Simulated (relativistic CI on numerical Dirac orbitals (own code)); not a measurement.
# Zr I: what numerical and physical settings do to a radial Dirac CI calculation

Reference input:

```
atom Zr  Z=40  charge=0  electrons=40
nucleus A=90  rms_radius_fm=4.2694
hamiltonian dirac-coulomb  breit=on  qed=on  c_scale=1
orbitals kli  potential=per-configuration
slater_scale 1
correlation none
mixing on
grid step=0.0125 r_max=201.2
scf mixing=0.4 start=green max_iterations=150 tolerance=2e-08 node_fill=0.05
configurations
  [Kr] 4d2 5s2
end
```

Computed lowest total energy -3593.66772 Ha, first excitation 503.3 cm⁻¹, 12 SCF steps. Runs with settings changed; * marks those that are bad on purpose:

| Changed | Outcome | Lowest level | ΔE (Ha) | First excitation (cm⁻¹) | SCF steps | Message |
| --- | --- | --- | --- | --- | --- | --- |
| end of the grid at 301.8 bohr | converged | 4d² ³F2 | -2.27e-12 | 503.3 | 12 |  |
| SCF tolerance 1e-10 | converged | 4d² ³F2 | -4.98e-10 | 503.3 | 15 |  |
| SCF mixing 0.7 | converged | 4d² ³F2 | -7.5e-10 | 503.3 | 12 |  |
| Breit term off | converged | 4d² ³F2 | -2.05 | 535.2 | 12 |  |
| configuration list: repeat * | refused |  |  |  | 0 | a configuration is listed twice |
| node fill of the KLI weights 5 * | converged | 4d² ³F2 | 0.458 | 925.0 | 14 |  |

With so few configurations and no correlation, terms lie too far apart (by 10 to 50 % near neutrality), their order can be wrong, and levels of other configurations are missing.
